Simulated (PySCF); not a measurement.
# Dipole response of Zr²⁺ (zirconium, charge +2)

[Kr] 4d1 5s1, high-spin 3D determinant (an excited configuration). Calculation: PySCF 2.14, in aug-cc-pVTZ-PP with ECP28MDF (6s6p5d3f2g, 88 functions); scalar relativity through the core potential. Coupled (time-dependent) response in atomic units; α is the mean over directions.

```
 method  mean α (bohr³)         α xx, yy, zz  C₆ (like pair)  S(−4)
    UHF           46.39  46.08, 46.08, 47.01           312.5   1662
    PBE           36.08  35.86, 35.86, 36.52           229.7  925.4
   PBE0           38.41  38.06, 38.06, 39.13           247.6   1075
r2SCANh           38.86  38.25, 38.25, 40.07           258.4   1041
```

S(−4) is the Cauchy moment in α(ω) = α(0) + S(−4) ω² + …

Spin-orbit coupling is absent.

α(iu) at PBE:

```
u (hartree)  α(iu) (bohr³)
          0          36.08
     0.0500          33.93
      0.100          28.97
      0.200          19.20
      0.300          13.26
      0.500          7.876
      0.750          5.192
       1.00          3.826
       1.50          2.372
       2.00          1.603
       3.00         0.8527
       5.00         0.3467
```

For an ion, C₆ is the dispersion term alone; charge-induced terms of lower order in 1/R come first.

The components differ because the open shell of this determinant is not spherical; for a pure term their mean is the scalar polarisability.

Energies and moments cover only the electrons outside the core potential.
